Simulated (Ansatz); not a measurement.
**Worked example: vertical ionisation energy of BBrClF (bromochlorofluoroborane)**

BBrClF has 4 atoms, charge 0, and is taken as a singlet. As SMILES, `FB(Cl)Br`. Geometry: relaxed at PBE0-D4/def2-TZVP.

Both states at this one shape; open shells run unrestricted unless said. 1 Eh = 27.2114 eV.

```
                                   level  program  singlet BBrClF (Eh)  doublet BBrClF+ (Eh)
                      revPBE/aug-cc-pVDZ   Ansatz         -3158.828428          -3158.429564
                      r2SCAN/aug-cc-pVDZ   Ansatz         -3159.076101          -3158.665780
      B3LYP/6-31G* (Cartesian functions)   Ansatz         -3158.904225          -3158.493956
MP2/aug-cc-pVDZ, 16 core orbitals frozen   Ansatz         -3156.735243          -3156.312885
```

**Question.** Work out the vertical ionisation energy at each level.

**Answer.** 
1. revPBE/aug-cc-pVDZ: -3158.429564 − (-3158.828428) = 0.398864 Eh = 10.85 eV.
2. r2SCAN/aug-cc-pVDZ: -3158.665780 − (-3159.076101) = 0.410321 Eh = 11.17 eV.
3. B3LYP/6-31G* (Cartesian functions): -3158.493956 − (-3158.904225) = 0.410269 Eh = 11.16 eV.
4. MP2/aug-cc-pVDZ: -3156.312885 − (-3156.735243) = 0.422358 Eh = 11.49 eV.

No measured value is set beside it here; the levels span 10.85 to 11.49 eV. Spin-orbit coupling is left out. All-electron rows are non-relativistic unless named.
